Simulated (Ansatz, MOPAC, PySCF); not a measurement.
Complex: CH3F (SMILES CF) (first 5 atoms) with CH6Si (SMILES C[SiH3]); geometry from B3LYP-D3(BJ)/def2-TZVP, rigid monomers moved along the line of their centres of mass till F2···Si7 is 4.50 Å.
(charge 0, multiplicity 1):
| atom | x (Å) | y (Å) | z (Å) |
|---|---|---|---|
| C | -0.1471 | -0.1337 | 0.5081 |
| F | 1.0017 | 0.1518 | 1.2392 |
| H | -0.8590 | 0.6806 | 0.6440 |
| H | 0.1251 | -0.2283 | -0.5437 |
| H | -0.5711 | -1.0684 | 0.8757 |
| C | -0.8862 | -0.1579 | 7.3237 |
| Si | -0.2259 | -0.0363 | 5.5695 |
| H | -0.8009 | 0.8004 | 7.8397 |
| H | -0.3294 | -0.9000 | 7.8992 |
| H | -1.9383 | -0.4495 | 7.3271 |
| H | -1.0025 | 0.9704 | 4.8059 |
| H | -0.3606 | -1.3462 | 4.8871 |
| H | 1.2004 | 0.3594 | 5.5814 |

```csv
level,interaction energy (meV),cost
PM6,5.6,-
HF/STO-3G (no counterpoise),-2.6,-
HF/3-21G (no counterpoise),-17.5,-
HF/6-31G* (no counterpoise),-16.7,-
HF/aug-cc-pV(D+d)Z,-2.6,-
PBE/def2-TZVPPD,-6.9,×1
PBE-D3(BJ)/def2-TZVPPD,-18.3,×1
r2SCAN/def2-TZVPPD,-6.6,×2
r2SCAN-D3(BJ)/def2-TZVPPD,-14.8,×2
r2SCAN-D4/def2-TZVPPD,-13.7,×2
B3LYP/6-311+G** (no counterpoise),-0.7,-
B3LYP-D4/def2-TZVPPD,-9.2,×1
PBE0-D3(BJ)/def2-TZVPPD,-17.3,×1
PBE0-D4/def2-TZVPPD,-15.4,×1
wB97X-V/def2-TZVPPD,-14.7,×3
wB97M-V/def2-TZVPPD,-15.2,×4
MP2/6-31G*,-7.3,-
MP2/6-31G* (no counterpoise),-27.1,-
SCS-MP2/aug-cc-pV(D+d)Z,-10.8,-
CCSD(T)/aug-cc-pV(D+d)Z,-14.1,×10
```

The rows run from -27.1 (MP2/6-31G* (no counterpoise)) to 5.6 meV (PM6). The dispersion term adds -11.4 in PBE-D3(BJ), -8.2 in r2SCAN-D3(BJ), -7.0 in r2SCAN-D4. The 4 functionals in def2-TZVPPD without D3 or D4 span 8.5, from wB97M-V to r2SCAN.

Monomers are frozen at their geometry in the pair; levels with a basis set take the counterpoise correction. Rows marked so take none.

Correlated levels freeze the cores. Rows in 3-21G, 6-311+G**, 6-31G*, STO-3G carry no dispersion term and start afresh at each structure (6-31G* with six Cartesian d functions). MP2/6-31G* freezes PySCF's default core. The state that PM6 reach isn't checked.

Programs: Ansatz (a quantum-chemistry and plane-wave program); MOPAC for PM6 (differences of heats of formation); PySCF for 3-21G rows, 6-311+G** rows, 6-31G* rows, STO-3G rows, the dispersion terms. Values without a source in brackets are computed.

Costs are rough ratios of core time to PBE/def2-TZVPPD (about 5 s over the structures, on one shared machine); a dash marks a level with no comparable run of its own.
